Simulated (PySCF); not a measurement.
C5H7BO, SMILES CB1COC1=C=C.

Coordinates come from a B3LYP-D3(BJ)/def2-SVP optimisation. The structure was generated by enumeration, and PubChem lists no compound with its InChIKey, so it may never have been made.

Two levels are set side by side: PBE/def2-TZVP (PySCF) and CAM-B3LYP/def2-TZVP (PySCF). Same geometry, gas phase. Differences are taken from unrounded values.

| quantity | CAM-B3LYP | PBE | PBE minus CAM-B3LYP |
|---|---|---|---|
| orbital gap (eV) | 7.31 | 2.86 | -4.45 |
| highest occupied level (eV) | -7.81 | -5.34 | 2.47 |
| lowest empty level (eV) | -0.50 | -2.48 | -1.98 |
| dipole moment (D) | 2.13 | 1.81 | -0.32 |
| mean polarisability (bohr³) | 81.7 | 85.7 | 4.0 |

PBE's occupied levels lie high since its potential decays too fast outside the molecule; exact exchange lowers them and widens the gap. Loosely held outer electrons make PBE densities more polarisable. Differences between two approximate levels are no errors against the true value.

Rough cost on one machine, each run with all the roots and properties that it gave: CAM-B3LYP against PBE within a factor of 2.
